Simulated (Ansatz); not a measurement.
CoSi2⁻, relaxed as a triplet with UKS PBE-D4/def2-TZVPD in Ansatz, starting from the PBE-D4/def2-TZVPD geometry of the charge -1 singlet. Force threshold 0.02 eV/Å.

The highest occupied level of the charge -1 triplet lies above zero (up to 0.82 eV). The electron is either unbound and held by the finite basis, or the level is raised by self-interaction error. The structure comes from a short search, and lower isomers may exist.

Start:

Cartesian coordinates in Å:
```
Co 0.424 -0.973 0.514
Si -1.026 0.588 0.606
Si 0.602 0.385 -1.120
```

Problem. Estimate the energy that the relaxation releases and the steps that it takes.

Solution. 4.6 kJ/mol, in 4 steps; 4.5 s on 4 threads of Intel Xeon Platinum 8375C on a shared host. No frequencies were taken in this run, so the end may be a saddle point.

Problem. Does the start keep its bonding and symmetry?

Solution. By distances, no bond broke or formed. The bond that changes most is Si2–Si3, from 2.38 to 2.28 Å (atoms count from 1). Point group C2v at the start, C2v at the end, both within 0.05 Å.

Problem. Predict the relaxed structure.

Solution. 
```
atom   x (Å)   y (Å)   z (Å)
 Co1   0.442  -1.015   0.536
 Si2  -1.001   0.605   0.560
 Si3   0.559   0.410  -1.096
```
Bond lengths: 2 × Co–Si 2.17 Å; 1 × Si–Si 2.28 Å.
